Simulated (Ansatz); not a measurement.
Mo(S)(Cl)(OH)3 (ClH3MoO3S), SMILES [OH][Mo]([OH])([OH])(=[S])[Cl], multiplicity 1. Atoms are numbered in the order given.

```xyz
9

Mo    -0.2298     0.4457     0.0000
S      1.6770     1.3381     0.0000
Cl     0.0815    -1.9845    -0.0001
O     -0.5215     0.0331    -1.8021
H     -0.4852    -0.8860    -2.1128
O     -1.4854     1.8166     0.0000
H     -1.2932     2.7658     0.0000
O     -0.5215     0.0332     1.8021
H     -0.4852    -0.8859     2.1128
```

Geometry optimised at r2SCAN-D4/def2-SVP. The multiplicity is an assumed one; other spin states were not compared. The def2 effective core potentials stand for the cores of Mo; spin–orbit coupling is left out. One conformer was computed; it need not be the lowest.

Two levels are set side by side: PBE-D3(BJ)/def2-SVP (Ansatz, a program for electronic structure) and r2SCAN-D4/def2-SVP (Ansatz). Each level has its own optimised geometry; the coordinates shown are those of the second. Differences are taken from unrounded values.

```json
[
 {"quantity": "mean bond length (Å)", "r2SCAN-D4": "1.633"},
 {"quantity": "bond Mo1–S2 (Å)", "r2SCAN-D4": "2.105"},
 {"quantity": "bond Mo1–Cl3 (Å)", "r2SCAN-D4": "2.450"},
 {"quantity": "bond Mo1–O4 (Å)", "r2SCAN-D4": "1.872"},
 {"quantity": "bond Mo1–O6 (Å)", "r2SCAN-D4": "1.859"},
 {"quantity": "bond Mo1–O8 (Å)", "r2SCAN-D4": "1.872"},
 {"quantity": "bond O4–H5 (Å)", "r2SCAN-D4": "0.971"},
 {"quantity": "bond O6–H7 (Å)", "r2SCAN-D4": "0.968"},
 {"quantity": "bond O8–H9 (Å)", "r2SCAN-D4": "0.971"}
]
```

Problem. What does PBE-D3(BJ) give, and how far is it from r2SCAN-D4? (The exact figures need the calculation; the answer reports its results.)

Solution. 
| quantity | PBE-D3(BJ) | PBE-D3(BJ) minus r2SCAN-D4 |
|---|---|---|
| mean bond length (Å) | 1.645 | 0.011 |
| bond Mo1–S2 (Å) | 2.117 | 0.011 |
| bond Mo1–Cl3 (Å) | 2.466 | 0.016 |
| bond Mo1–O4 (Å) | 1.883 | 0.012 |
| bond Mo1–O6 (Å) | 1.871 | 0.012 |
| bond Mo1–O8 (Å) | 1.883 | 0.012 |
| bond O4–H5 (Å) | 0.981 | 0.010 |
| bond O6–H7 (Å) | 0.976 | 0.008 |
| bond O8–H9 (Å) | 0.981 | 0.010 |

On these quantities the two levels nearly agree.
